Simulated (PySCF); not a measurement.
F2H2OSeSi, SMILES O[Si](F)(F)[SeH]. Heavy atoms are numbered as in [OH:1][Si:2]([F:3])([F:4])[SeH:5]. Hydrogens are named by the atom that carries them.

Coordinates come from a B3LYP-D3(BJ)/def2-SVP optimisation. This is a generated structure with no PubChem entry under its InChIKey; it may be hypothetical. Other conformers were not sampled.

The numbers are results of CAM-B3LYP/def2-TZVP in PySCF, not measurements.

Atomic charges (e), one atom of each kind:

```csv
atom,Mulliken,Löwdin
O1 (OH),-0.49,-0.09
Si2,0.83,-0.35
F3,-0.30,0.02
Se5 (SeH),-0.21,0.13
H on O1,0.34,0.19
H on Se5,0.13,0.06
```

Computed Mayer and Wiberg (Löwdin basis) orders of the bonds:
```csv
bond,Mayer,Wiberg
O1–Si2,1.24,1.72
Si2–F3,1.11,1.70
Si2–F4,1.13,1.72
Si2–Se5,1.18,1.57
```
